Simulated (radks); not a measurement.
Values are calculated unless marked as measured or tabulated.
Ionisation of the barium ion Ba41+, [Ne] 3s2 3p3, to Ba42+, [Ne] 3s2 3p2, under several functionals. Dirac Kohn-Sham, spin-unpolarised, spherical densities, finite nucleus; open shells fill j = l - 1/2 first; a radial shooting solver on a logarithmic mesh with Libxc functionals.

\begin{tabular}{lrrrrrr}
functional & E(Ba41+) (hartree) & Exc (hartree) & IE (eV) & -e(HOMO) (eV) & <r> HOMO (bohr) & IE error (eV) \\ \hline
OLYP & -6645.0784 & -115.6233 & 3087.4 & 3043.2 & 0.2582 & +6.4 \\
LDA (Slater exchange, Perdew-Wang correlation) & -6637.6826 & -108.1472 & 3084.2 & 3039.7 & 0.2583 & +3.2 \\
PBE & -6644.1365 & -114.6568 & 3084.8 & 3040.4 & 0.2583 & +3.8 \\
exchange-only PBE & -6643.4716 & -113.9901 & 3083.1 & 3038.6 & 0.2583 & +2.1 \\
exchange-only B88 & -6644.1371 & -114.6636 & 3083.7 & 3039.2 & 0.2583 & +2.7 \\
\end{tabular}

NIST Atomic Spectra Database: 3081 eV (theoretical). Closest: exchange-only PBE. The Delta-SCF values span 4.30 eV, the total energies 7.40 hartree. The highest occupied level is 3p3/2. Spin polarisation and multiplet splitting are left out, so open shells lie too high by an amount that depends on their filling.

Beside tabulated values, note that spin-unpolarised runs miss the spin-polarisation part of the exchange energy of open shells.
